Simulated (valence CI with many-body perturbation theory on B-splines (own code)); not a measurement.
## Forbidden lines of Re⁶⁰⁺

Method: valence CI with perturbative core correlation (CI+MBPT): five valence electrons over a frozen Dirac-Fock core [Ne], a basis of 9 s, 9 p, 8 d, 6 f, 3 g, 1 h functions for each j, with the one-electron correlation potential Σ1, the two-electron term Σ2, the three-electron term Σ3, Breit, model QED; selected CI, second order for the rest (own B-spline code, finite nucleus).

No measured spectrum was set against this ion. As an estimate, large intervals hold to a few tenths of a per cent, small ones and those within an open d or f shell to about a per cent. Among the levels kept, up to 600 cm⁻¹ of a level comes from second order outside the variational space, and about a tenth of that is noise between levels of different J, which matters for small intervals.

Lines 1 to 13 of 13 in falling wavelength, among levels below 71.603 Ry, chosen from the decays that carry over 1 % of a level's rate. Wavelengths and rates use the calculated energies. Electric multipoles are in the length gauge, E1 and E2 with the static RPA response of the core. S is in atomic units (e²a₀⁴ for E2 and M2, e²a₀⁶ for E3), for M1 in squared Bohr magnetons. Weak lines are less certain than strong ones. Lines between different terms over intervals too small for the method are left out, as are lines whose strength nearly cancels.

Levels are named by their leading jj configuration (3d3/2^4 stands for four electrons in 3d with j = 3/2), which in mixed levels can hold well under half, so a name can repeat and another be missing. Letters in brackets count levels of one name in rising energy.

```
λ vac (Å)                               Upper                           Lower  Type   A (s⁻¹)  S (a.u.)
    141.8      (3s^2 3p1/2 3p3/2 3d5/2) J=9/2  (3s^2 3p1/2 3p3/2 3d3/2) J=7/2    M1  3.89e+06  4.12e+00
    35.54  (3s^2 3p1/2 3p3/2 3d5/2) J=7/2 [a]      (3s^2 3p1/2^2 3d5/2) J=5/2    M1  2.71e+08  3.60e+00
    34.25      (3s^2 3p1/2 3p3/2 3d5/2) J=9/2      (3s^2 3p1/2^2 3d5/2) J=5/2    E2  4.48e+06  1.88e-03
    34.24  (3s^2 3p1/2 3p3/2 3d3/2) J=5/2 [a]      (3s^2 3p1/2^2 3d3/2) J=3/2    M1  1.46e+08  1.30e+00
    33.99          (3s^2 3p1/2 3p3/2^2) J=3/2      (3s^2 3p1/2^2 3p3/2) J=3/2    M1  4.66e+08  2.71e+00
    33.93  (3s^2 3p1/2 3p3/2 3d3/2) J=1/2 [a]      (3s^2 3p1/2^2 3d3/2) J=3/2    M1  2.98e+08  8.64e-01
    33.82                (3s^2 3p3/2^3) J=3/2      (3s^2 3p1/2 3p3/2^2) J=1/2    M1  1.16e+08  6.65e-01
    32.91          (3s^2 3p1/2 3p3/2^2) J=5/2      (3s^2 3p1/2^2 3p3/2) J=3/2    M1  7.96e+07  6.31e-01
    32.91          (3s^2 3p1/2 3p3/2^2) J=5/2      (3s^2 3p1/2^2 3p3/2) J=3/2    E2  9.87e+06  2.04e-03
    32.44                (3s^2 3p3/2^3) J=3/2      (3s^2 3p1/2 3p3/2^2) J=5/2    M1  1.29e+08  6.55e-01
    31.60          (3s^2 3p1/2 3p3/2^2) J=1/2      (3s^2 3p1/2^2 3p3/2) J=3/2    M1  2.67e+08  6.25e-01
    31.60          (3s^2 3p1/2 3p3/2^2) J=1/2      (3s^2 3p1/2^2 3p3/2) J=3/2    E2  8.61e+06  4.84e-04
    31.45                (3s^2 3p3/2^3) J=3/2      (3s^2 3p1/2 3p3/2^2) J=3/2    M1  5.31e+08  2.45e+00
```
